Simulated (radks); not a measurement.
Spherical quantum dot in the effective-mass picture: electrons in a hard-walled sphere of radius 2.06, with a point charge +1 (a donor) at the centre, all in effective atomic units (hartree* = m*/eps^2 hartree, bohr* = eps/m* bohr), one dielectric constant everywhere. Method: non-relativistic Kohn-Sham, PBEsol, spin-polarised, spherical densities; computed with a radial shooting solver with Libxc functionals. Levels are named by radial order and angular momentum (1s, 1p, 1d, 2s, ...), and open shells are averaged over m.

N = 9, configuration 1s2 1p6 1d(up 1, down 0). This is the lowest configuration that the search found. Occupied and some empty levels:

| level | occupation | eigenvalue (hartree*) | <r> (bohr*) |
|---|---|---|---|
| 1s up | 1 | 6.0784 | 1.073 |
| 1s down | 1 | 6.1109 | 1.067 |
| 1p up | 3 | 7.1895 | 1.278 |
| 1p down | 3 | 7.2347 | 1.276 |
| 1d up | 1 | 8.5800 | 1.377 |
| 1d down | 0 | 8.6306 | 1.376 |
| 2s up | 0 | 9.1396 | 0.9687 |
| 2s down | 0 | 9.1627 | 0.9722 |
| 1f up | 0 | 10.302 | 1.444 |
| 1f down | 0 | 10.356 | 1.444 |
| 2p up | 0 | 11.858 | 1.081 |
| 2p down | 0 | 11.885 | 1.081 |

Energy (hartree*): total 36.4404, kinetic 20.880, external -8.2132, Hartree 29.283, exchange-correlation -5.5094.

Electron density:

| r (bohr*) | n(r) (e/bohr*^3) |
|---|---|
| 0.0516 | 0.5867 |
| 0.154 | 0.5042 |
| 0.257 | 0.4604 |
| 0.360 | 0.4448 |
| 0.463 | 0.4492 |
| 0.566 | 0.4670 |
| 0.669 | 0.4920 |
| 0.772 | 0.5183 |
| 0.875 | 0.5402 |
| 0.978 | 0.5519 |
| 1.08 | 0.5483 |
| 1.18 | 0.5252 |
| 1.29 | 0.4803 |
| 1.39 | 0.4146 |
| 1.49 | 0.3324 |
| 1.59 | 0.2418 |
| 1.70 | 0.1537 |
| 1.80 | 0.07975 |
| 1.90 | 0.02836 |
| 2.01 | 0.003248 |
